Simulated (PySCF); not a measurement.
**Distorted geometries of [Pb(CCH)3]−**

[Pb(CCH)3]− (singlet). PySCF 2.14.0, RKS r2SCAN, Pb def2-SVP with ECP60, C def2-SVP, H def2-SVP; non-relativistic Hamiltonian with scalar-relativistic core potentials where named; density fitting; no spin-orbit coupling. Relaxed geometry:

```xyz
10

Pb    0.5341   -1.5688    0.0000
C    -0.3195   -0.2124    1.6961
C    -0.8409    0.3377    2.6661
H    -1.2823    0.8593    3.4970
C    -0.3195   -0.2124   -1.6961
C    -0.8409    0.3377   -2.6661
H    -1.2823    0.8593   -3.4970
C     2.6126   -0.5068    0.0000
C     3.7844   -0.1297    0.0000
H     4.7937    0.2428    0.0000
```

Order these distorted geometries by energy above the relaxed one, lowest first.
A.
```xyz
10

Pb    0.7728   -1.6663    0.0736
C    -0.2644    0.0682    1.6354
C    -0.9504    0.4571    2.6548
H    -1.3201    0.6993    3.3921
C    -0.5510   -0.2040   -1.5819
C    -0.7381    0.4216   -2.5317
H    -1.3186    0.8148   -3.5119
C     2.4339   -0.5149    0.0790
C     3.9478   -0.0506   -0.2016
H     4.8274   -0.0184   -0.0077
```
B.
```xyz
10

Pb    0.5773   -1.7404   -0.1766
C    -0.3195   -0.1536    1.5850
C    -0.8554    0.4871    2.7207
H    -1.2357    0.8242    3.5108
C    -0.2752   -0.2406   -1.7161
C    -0.9238    0.4045   -2.6171
H    -1.1993    0.6948   -3.5927
C     2.5952   -0.4147    0.0182
C     3.7129   -0.1694    0.1014
H     4.7628    0.3150    0.1664
```
C.
```xyz
10

Pb    0.6134   -1.4105   -0.1083
C    -0.1299   -0.1494    1.5747
C    -0.7791    0.3211    2.6461
H    -1.4259    1.0131    3.4842
C    -0.4132   -0.5161   -1.8056
C    -0.8261    0.3819   -2.4847
H    -1.4021    0.5430   -3.3396
C     2.5632   -0.4311    0.0326
C     3.8390   -0.0251   -0.3466
H     4.8001    0.2799    0.3473
```

B (2.71 eV), C (3.35 eV), A (7.97 eV).

Which forces (eV/Å) act in the one that lies 7.97 eV up?


```
Pb   -5.05  -0.30  -0.01
C    -2.15   0.21   3.40
C     9.81  -6.23 -17.53
H    -7.24   4.89  13.92
C     3.08  -6.30   8.70
C    -4.20   6.13 -11.15
H     1.97  -0.80   2.82
C    15.52   6.13  -2.30
C   -23.67  -4.31  -0.46
H    11.92   0.58   2.62
```
Forces carry noise of the integration grid, about 0.01 to 0.03 eV/Å.

No frequency check is given that shows the relaxed geometry to be a minimum.
